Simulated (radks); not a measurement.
The numbers below are computed, except where a source is named.
Valence configurations of Yb+ (all share [Xe]). Code: a radial shooting solver on a logarithmic mesh with Libxc functionals. Model: Dirac Kohn-Sham, PBE, spin-unpolarised, spherical densities, finite nucleus; open shells fill j = l - 1/2 first; Fermi nuclear charge, rms radius 5.3108 fm. Energies are relative to 4f14 6s1; eigenvalues in eV.

| valence | E (eV) | e(4f5/2) | e(4f7/2) | e(5d3/2) | e(6p1/2) | e(6s1/2) |
|---|---|---|---|---|---|---|
| 4f14 6s1 | 0.000 | -10.475 | -9.157 | - | - | -9.274 |
| 4f14 6s0.5 6p0.5 | 1.716 | -11.106 | -9.788 | - | -6.194 | -9.645 |
| 4f13 6s1 6p1 | 7.214 | -20.383 | -18.990 | - | -7.532 | -11.574 |
| 4f13 5d1 6s1 | 4.856 | -16.859 | -15.468 | -8.116 | - | -10.025 |
| 4f13 6s2 | 3.210 | -19.163 | -17.771 | - | - | -10.923 |
| 4f13 6s1.5 6p0.5 | 5.202 | -19.779 | -18.386 | - | -7.251 | -11.255 |
| 4f13.5 6s1 6p0.5 | 2.584 | -15.214 | -13.859 | - | -6.727 | -10.449 |
| 4f14 6p1 | 3.449 | -11.727 | -10.409 | - | -6.521 | - |
| 4f12 5d2 6s1 | 14.976 | -23.987 | -22.522 | -9.514 | - | -10.588 |
| 4f14 5d0.5 6s0.5 | 1.356 | -9.658 | -8.341 | -6.130 | - | -8.917 |

NIST lists [Xe] 4f14 6s1 as the ground configuration; this level of theory agrees among the configurations tried. The energies are those of spherical spin-averaged densities, not of single terms.
